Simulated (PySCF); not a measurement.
Mo(NH)(F)2(OH)2 (F2H3MoNO2), SMILES [NH]=[Mo]([OH])([OH])([F])[F], multiplicity 1. The structure is a stationary point at PBE-D3(BJ)/def2-SVP. The multiplicity is an assumed one; no other spin state was optimised. The structure was generated by enumeration; whether it is a known compound was not checked. The def2 effective core potentials stand for the cores of Mo; spin–orbit coupling is left out. The values are those of a single conformer.

Computed equilibrium geometry at PBE-D3(BJ)/def2-SVP (PySCF confirms it by a frequency run) as bond lengths and angles (one conformer of several):
Atoms: Mo1 N2 H3 F4 F5 O6 H7 O8 H9. Bonded distances (Å): Mo1–N2 1.715, Mo1–F4 1.873, Mo1–F5 1.907, Mo1–O6 1.910, Mo1–O8 1.885, N2–H3 1.026, O6–H7 0.978, O8–H9 0.976. Angles (°): N2–Mo1–F4 101.3, N2–Mo1–F5 98.0, N2–Mo1–O6 114.5, N2–Mo1–O8 108.8, F4–Mo1–F5 159.5, F4–Mo1–O6 84.1, F4–Mo1–O8 92.0, F5–Mo1–O6 81.6, F5–Mo1–O8 88.3, O6–Mo1–O8 136.4, Mo1–N2–H3 161.9, Mo1–O6–H7 115.6, Mo1–O8–H9 122.1.
